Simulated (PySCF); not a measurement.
Compound: B₂H₈N₂O.
SMILES: `O[BH-]1[NH2+][BH2-][NH2+]1`

Torsions of this conformer, `[OH:1][BH-:2]1[NH2+:3][BH2-:4][NH2+:5]1`: H–O1–B2–N3 134°.

The closed-shell ground state was solved at several levels (PySCF, density fitting, gas phase, non-relativistic). The structure is a single PBE0-D3(BJ)/def2-SVP conformer in the gas phase; no vibrational or solvent corrections.

```csv
level,basis functions,HOMO (eV),LUMO (eV),gap (eV),dipole (D)
wB97X-D/def2-SVPD,167,-9.80,1.69,11.49,1.34
CAM-B3LYP/pcSseg-2,292,-9.31,1.09,10.40,1.38
PBE/def2-SVPD,167,-6.47,-0.46,6.01,1.34
"PBE0/6-311+G(2d,p)",183,-7.85,0.03,7.88,1.36
PBE0/cc-pVTZ,262,-7.79,0.99,8.78,1.39
B97-D/pcSseg-2,292,-6.47,-0.18,6.29,1.38
BP86/pcSseg-2,292,-6.55,-0.17,6.38,1.38
CAM-B3LYP/def2-SVPD,167,-9.34,0.77,10.11,1.34
PBE0/IGLO-III,255,-7.84,0.44,8.28,1.34
B3LYP/def2-SVPD,167,-7.69,-0.08,7.61,1.34
LC-wPBE/def2-SVPD,167,-10.67,1.70,12.37,1.34
LDA/def2-SVPD,167,-6.53,-0.50,6.03,1.38
```

Q: What might HF/def2-SVPD (167 basis functions) give for the same quantities?

A: HOMO -11.34 eV, LUMO 1.88 eV, gap 13.22 eV, dipole 1.37 D.

Q: Over all these levels, which gives the widest orbital gap and which the narrowest?

A: HF/def2-SVPD (Hartree–Fock, all exact exchange) has the widest, 13.22 eV, and PBE/def2-SVPD (GGA) the narrowest, 6.01 eV. The two share the basis. From the narrowest to the widest the HOMO moves by -4.87 eV and the LUMO by +2.34 eV.

Q: How much does the basis alone move the frontier levels among the 3 PBE0 rows?

A: The HOMO by 0.06 eV and the LUMO by 0.96 eV. By rising basis size (HOMO, LUMO in eV): 6-311+G(2d,p) -7.85, 0.03; IGLO-III -7.84, 0.44; cc-pVTZ -7.79, 0.99.

Q: In the def2-SVPD basis, how does the gap go with the fixed share of exact exchange?

A: PBE (0 %) 6.01 eV; LDA (0 %) 6.03 eV; B3LYP (20 %) 7.61 eV; HF (100 %) 13.22 eV. Each rise in the share widens the gap here.

Q: How far do the dipole and the HOMO energy spread over the levels?

A: The dipole runs from 1.34 to 1.39 D (mean 1.36 D) and the HOMO from -11.34 to -6.47 eV.
